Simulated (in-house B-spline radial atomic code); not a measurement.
Zn²⁺: [Ar] 3d10

All numbers are computed (Dirac-Kohn-Sham BHandHLYP, spherical fractional occupations; Fermi nucleus of rms radius 3.9283 fm) with an all-electron radial atomic-structure program (B-spline basis), not measured.

Effective charges: Z_r = [3n² - l(l+1)]/(2<r>) from the radius, Z_e = n√(-2ε) from the energy, and Slater's rules. Values are occupation-weighted means over j.

```
shell  electrons   ε (eV)  <r> (bohr)    Z_r    Z_e  Slater
   1s          2  -9651.8     0.05029  29.83  26.63   29.70
   2s          2    -1217      0.2255  26.61  18.92   25.85
   2p          6  -1055.9      0.1981  25.24  17.62   25.85
   3s          2  -164.58      0.6815  19.81  10.43   18.75
   3p          6  -115.71      0.7143  17.50   8.75   18.75
   3d         10   -36.62      0.8715  12.05   4.92    8.85
```

The least bound orbital is 3d5/2 at -36.46 eV, and it is also the most diffuse (<r> = 0.8741 bohr).

Spin-orbit splittings of the orbital energies (j = l + 1/2 above j = l - 1/2 when positive): 2p 24.05 eV, 3p 3.175 eV, 3d 0.398 eV.

For the 1s electron the small component carries 1.17 % of the norm, the zero-frequency Breit interaction raises the level by 13.17 eV, self-energy by 6.733 eV, and vacuum polarisation lowers it by 0.6241 eV.
